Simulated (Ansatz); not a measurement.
Stepwise reaction of `F[SiH](F)O[SiH3]` with hydrogen, as a gas-phase model of exchange steps in deposition or etching. ΔE in kJ/mol; ΔG adds harmonic PBE0-D4 terms to CCSD(T)/CBS, at 1 bar.

Computed with Ansatz on PBE0-D4/def2-TZVP structures; ΔE is electronic, products minus reactants. CCSD(T)/CBS adds triple-zeta CCSD(T) − MP2 to the extrapolated MP2 energy (def2 sets, frozen cores). This one scheme is used for every species. Functionals use def2-TZVPP. B3LYP here is the variant with VWN-RPA as its local correlation; programs differ in this. One conformer a species, not always the lowest.

```csv
step,reaction,PBE-D4,B3LYP-D4,ωB97M-V,CCSD(T)/CBS,ΔG(500 K)
1,`F[SiH](F)O[SiH3]` + H₂ → `F[SiH2]O[SiH3]` + H–F,137.2,145.7,146.3,143.3,144.9
```

(1) Give the row of step 2, `F[SiH2]O[SiH3]` + H₂ → `[SiH3]O[SiH3]` + H–F. (Estimate.)

(2) By hand: ΔE of the 2 steps together at CCSD(T)/CBS.

Answers

(1) Computed: 
```
step                                       reaction  PBE-D4  B3LYP-D4  ωB97M-V  CCSD(T)/CBS  ΔG(500 K)
   2  `F[SiH2]O[SiH3]` + H₂ → `[SiH3]O[SiH3]` + H–F   128.5     136.9    137.6        134.9      131.6
```

(2) (143.3) + (134.9) = 278.2 kJ/mol, or 139.1 kJ/mol a step.

In ΔE each step is lower than the one before. All are uphill at CCSD(T)/CBS. ΔG lies between 131.6 and 144.9 kJ/mol a step. PBE-D4 differs from CCSD(T)/CBS by -6.4 to -6.1 kJ/mol a step. Isolated molecules leave out the surface, adducts and barriers. Largest T1 diagnostic: 0.012.
